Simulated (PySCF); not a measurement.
Compound: C2H10GeOSi2.
Numbering: `[CH3:1][C:2](=[O:3])[Si@@H:4]([SiH3:5])[GeH3:6]`

A calculation gives these core lines: C 1s: 291.01 (area 1), 292.77 (area 1) eV; O 1s: 537.58 eV; Si 1s: 1845.84 (area 1), 1846.27 (area 1) eV; Si 2p3/2: 106.18 (area 1), 106.56 (area 1) eV.

Method: delta-SCF UKS SCAN, pcX-2 on the ionised atom, pcseg-1 elsewhere, spin-free X2C (PySCF 2.14.0). Isolated species at its PBE0-D3(BJ)/def2-SVP geometry (one conformer only).

**Question.** Assign the C 1s lines to atoms.

**Answer.** 291.01 eV: C1 (methyl carbon next to a carbonyl); 292.77 eV: C2 (carbonyl carbon). The listed C 1s values span 1.76 eV, from C1 (bonded to C and 3 H) to C2 (bonded to O (double bond), C and Si). Summing the Pauling electronegativity differences to the bonded atoms, each weighted by its formal bond order, gives -1.05 for the lowest site and +1.13 for the highest.

**Question.** Assign the Si 1s lines to atoms.

**Answer.** 1845.84 eV: Si4 (SiH silicon); 1846.27 eV: Si5 (SiH3 silicon). Lowest listed Si 1s: Si4, bonded to C, H, Ge and Si. Highest, 0.43 eV above it: Si5, bonded to 3 H and Si.

**Question.** Which silicon gives which Si 2p3/2 line?

**Answer.** 106.18 eV: Si4 (SiH silicon); 106.56 eV: Si5 (SiH3 silicon). Lowest listed Si 2p3/2: Si4, bonded to C, H, Ge and Si. Highest, 0.38 eV above it: Si5, bonded to 3 H and Si. Summing the Pauling electronegativity differences to the bonded atoms, each weighted by its formal bond order, gives +1.06 for the lowest site and +0.90 for the highest; the largest sum, +1.06, belongs to Si4, 0.38 eV below the top. The smallest sum, +0.90, belongs to Si5, 0.38 eV above the lowest.

Bonded neighbours of each site: C1: C and 3 H; C2: O (double bond), C and Si; O3: C (double bond); Si4: C, H, Ge and Si; Si5: 3 H and Si.

**Question.** Which effective nuclear charge Zeff reproduces each element's mean 1s value in the hydrogen-like formula E = 13.606 eV × Zeff²?

**Answer.** C (Z = 6): mean 291.9 eV, Zeff = 4.63, Z − Zeff = 1.37; O (Z = 8): mean 537.6 eV, Zeff = 6.29, Z − Zeff = 1.71; Si (Z = 14): mean 1846.1 eV, Zeff = 11.65, Z − Zeff = 2.35. Means run over the listed sites, weighted by atom count.

Spin–orbit and ligand-field terms were added within each 2p shell after the spin-free SCF. 2p1/2 minus 2p3/2 (ligand field included): Si 0.62 eV. No level of germanium is listed.

Time: 4.6 min of wall time; peak memory 0.69 GiB. Hardware: an Intel Xeon at 2.50 GHz with one thread, shared host with 64 logical CPUs at a one-minute load of 59.

Shape of the structure used: `[CH3:1][C:2](=[O:3])[Si@@H:4]([SiH3:5])[GeH3:6]`: C1–C2–Si4–Si5 67°.
